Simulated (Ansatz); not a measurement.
`O[SiH2]O[SiH](Cl)Cl` + `F[Si]([SiH3])(Cl)Cl` → `O[SiH2][Si](F)(Cl)Cl` + `[SiH3]O[SiH](Cl)Cl`  (redistribution)

Computed with Ansatz on PBE0-D4/def2-TZVP structures; ΔE is electronic, products minus reactants. CBS: MP2 limit from def2 TZ/QZ plus the TZ coupled-cluster correction, frozen cores. Functionals use def2-TZVPP. Each species was taken in one conformer, which may not be the lowest.

`O[SiH2]O[SiH](Cl)Cl`:

Z-matrix (Å, degrees):
```
Si
O 1 1.649
O 1 1.632 2 111.4
H 1 1.483 2 107.3 3 -122.2
H 1 1.474 2 107.3 3 116.1
Si 2 1.607 1 143.4 3 64.9
H 3 0.959 1 118.3 2 -67.7
Cl 6 2.050 2 109.4 1 -27.3
Cl 6 2.035 2 110.4 1 91.7
H 6 1.468 2 110.8 1 -147.4
```

`F[Si]([SiH3])(Cl)Cl`:

Z-matrix (Å, degrees):
```
Si
Si 1 2.331
Cl 1 2.038 2 111.2
F 1 1.589 2 111.2 3 -119.3
Cl 1 2.038 2 111.2 3 121.5
H 2 1.484 1 109.0 3 179.7
H 2 1.484 1 109.0 3 59.2
H 2 1.484 1 107.8 3 -60.6
```

`O[SiH2][Si](F)(Cl)Cl`:

Z-matrix (Å, degrees):
```
Si
Si 1 2.336
O 1 1.645 2 106.4
H 1 1.489 2 108.8 3 -121.5
H 1 1.488 2 108.0 3 121.2
Cl 2 2.042 1 108.6 3 -178.3
F 2 1.588 1 112.3 3 63.4
Cl 2 2.036 1 112.4 3 -57.6
H 3 0.958 1 118.9 2 179.6
```

`[SiH3]O[SiH](Cl)Cl`:

Z-matrix (Å, degrees):
```
Si
O 1 1.649
H 1 1.483 2 109.5
H 1 1.481 2 107.2 3 -119.7
H 1 1.483 2 109.6 3 120.7
Si 2 1.607 1 146.6 3 -62.2
Cl 6 2.039 2 110.0 1 56.7
Cl 6 2.039 2 110.0 1 -62.7
H 6 1.468 2 109.9 1 177.0
```

```
 level  ΔE (kcal/mol)
PBE-D4            8.9
B2PLYP            8.3
```

Q: What does CCSD(T)/CBS give? (Estimate.)

A: Computed: +8.8 kcal/mol. The listed levels differ from it by 0.1, -0.5 kcal/mol.

Largest T1 diagnostic among the species: 0.011.

In def2-TZVPP, CCSD(T) changes the Hartree–Fock value by +1.5 kcal/mol (the triples alone add +0.3 kcal/mol) and MP2 by +1.3 kcal/mol.
